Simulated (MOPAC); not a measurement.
MOPAC input (MNDO):

```
MNDO 1SCF CHARGE=1 GEO-OK AUX(PRECISION=9) THREADS=1
HGeO2

Ge   -0.03721200 1   -0.02889900 1    0.04351200 1
O     1.23717100 1    0.29495200 1   -1.01494500 1
O    -1.33526600 1   -0.13651400 1    0.97754000 1
H     1.97553800 1   -0.34272600 1   -1.09314200 1
```

From the output:

```
                                                       MOPAC v23.2.5 Linux

          FINAL HEAT OF FORMATION =        187.94857 KCAL/MOL =     786.37682 KJ/MOL

          COSMO AREA              =         90.41 SQUARE ANGSTROMS
          COSMO VOLUME            =         76.28 CUBIC ANGSTROMS

          IONIZATION POTENTIAL    =         17.480571 EV
          HOMO LUMO ENERGIES (EV) =        -17.481 -7.953
          NO. OF FILLED LEVELS    =          8
          MOLECULAR WEIGHT        =        105.5967         POINT GROUP:  Cs

          MOLECULAR DIMENSIONS (Angstroms)

            Atom       Atom       Distance
            H     4    O     3     3.91046
            O     3    O     2     0.68388
           Ge     1    H     4     0.00000

          SCF CALCULATIONS        =          1

   ATOM   CHEMICAL          X               Y               Z
  NUMBER   SYMBOL      (ANGSTROMS)     (ANGSTROMS)     (ANGSTROMS)

     1      Ge         -0.03721200  *  -0.02889900  *   0.04351200  *
     2       O          1.23717100  *   0.29495200  *  -1.01494500  *
     3       O         -1.33526600  *  -0.13651400  *   0.97754000  *
     4       H          1.97553800  *  -0.34272600  *  -1.09314200  *

                             CARTESIAN COORDINATES

   1   Ge       -0.037212000    -0.028899000     0.043512000
   2    O        1.237171000     0.294952000    -1.014945000
   3    O       -1.335266000    -0.136514000     0.977540000
   4    H        1.975538000    -0.342726000    -1.093142000

           Empirical Formula: H O2 Ge  =     4 atoms

      MOLECULAR POINT GROUP   :   Cs

                  EIGENVALUES
 -46.21066 -42.62879 -24.92636 -20.36435 -19.88605 -18.54986 -17.59260 -17.48057
  -7.95319  -6.26541  -6.21961  -1.17367  -0.17559

              NET ATOMIC CHARGES AND DIPOLE CONTRIBUTIONS

  ATOM NO.   TYPE          CHARGE      No. of ELECS.   s-Pop       p-Pop
    1         Ge           1.903557        2.0964     0.63492     1.46152
    2          O          -0.587285        6.5873     1.78745     4.79983
    3          O          -0.592145        6.5921     1.90340     4.68875
    4          H           0.275873        0.7241     0.72413
 DIPOLE           X         Y         Z       TOTAL
 POINT-CHG.     2.689    -1.166    -1.034     3.108
 HYBRID         0.808    -0.256    -0.372     0.925
 SUM            3.497    -1.422    -1.406     4.028

          ATOMIC ORBITAL ELECTRON POPULATIONS

     Atom    s        px        py        pz
    1 Ge   0.63492   0.54578   0.43132   0.48442
    2  O   1.78745   1.41357   1.63879   1.74747
    3  O   1.90340   1.47748   1.62054   1.59073
    4  H   0.72413

 **********************
 *                    *
 * JOB ENDED NORMALLY *
 *                    *
 **********************

 == MOPAC DONE ==
```

The dipole moment of an ion depends on the origin.

The geometry given is a B3LYP-D3(BJ)/def2-TZVP minimum.
